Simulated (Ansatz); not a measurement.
Reaction (redistribution): `NB(O)CF` + `C[O][GeH]([Cl])[S]C` → `CSB(O)CF` + `C[O][GeH]([NH2])[Cl]`

Computed with Ansatz on PBE0-D4/def2-TZVP structures; ΔE is electronic, products minus reactants. CCSD(T)/CBS adds triple-zeta CCSD(T) − MP2 to the extrapolated MP2 energy (def2 sets, frozen cores). DFT in def2-TZVPP. For Ge outer-core shells are correlated without core-valence functions, which leaves a few kJ/mol of doubt a bond. Scalar relativity is left out up to krypton. Each species was taken in one conformer, which may not be the lowest.

`NB(O)CF`:

Cartesian coordinates in Å:
```
N -0.767 0.169 -1.137
B -0.235 -0.297 0.071
O -0.713 -1.370 0.779
C 1.014 0.445 0.701
F 1.424 1.521 -0.091
H -1.553 -0.226 -1.620
H -0.355 0.965 -1.592
H -1.469 -1.807 0.382
H 1.868 -0.233 0.808
H 0.786 0.834 1.699
```

`C[O][GeH]([Cl])[S]C`:

```xyz
13

C    -0.512    1.976    0.313
O    -1.227    0.767    0.152
Ge   -0.738   -0.383   -1.093
Cl   -0.805    0.572   -3.016
S     1.353   -1.000   -0.818
C     1.179   -1.721    0.842
H     0.566    1.803    0.412
H    -0.877    2.455    1.224
H    -0.680    2.653   -0.531
H    -1.774   -1.506   -1.015
H     0.525   -2.592    0.832
H     0.812   -0.985    1.556
H     2.178   -2.038    1.142
```

`CSB(O)CF`:

```xyz
12

C    -1.408   -0.063   -1.299
S    -0.989    1.252   -0.130
B     0.447    0.609    0.766
O     1.026    1.357    1.734
C     1.049   -0.816    0.449
F     2.145   -1.121    1.236
H    -1.670   -0.984   -0.780
H    -2.276    0.282   -1.859
H    -0.592   -0.246   -1.996
H     0.614    2.213    1.880
H     1.359   -0.884   -0.602
H     0.296   -1.600    0.599
```

`C[O][GeH]([NH2])[Cl]`:

```xyz
11

C    -0.993   -0.343    1.465
O    -0.922   -0.785    0.125
Ge   -0.065    0.218   -1.042
N     1.663    0.352   -0.502
Cl   -0.330   -0.869   -2.876
H    -1.491   -1.123    2.043
H    -1.579    0.580    1.561
H     0.000   -0.170    1.895
H    -0.667    1.620   -1.198
H     2.169   -0.523   -0.480
H     2.213    1.044   -0.992
```

```
         level  ΔE (kJ/mol)
       PBE0-D4         89.1
CCSD/CBS(def2)         87.4
```

(1) What does CCSD(T)/CBS give? (An estimate is asked.)

Largest T1 diagnostic among the species: 0.012.

Results:

(1) The calculation gave: +86.4 kJ/mol. The listed levels differ from it by 2.7, 1.0 kJ/mol.

In def2-TZVPP, CCSD(T) changes the Hartree–Fock value by −5.3 kJ/mol (the triples alone add −1.0 kJ/mol) and MP2 by −4.2 kJ/mol.
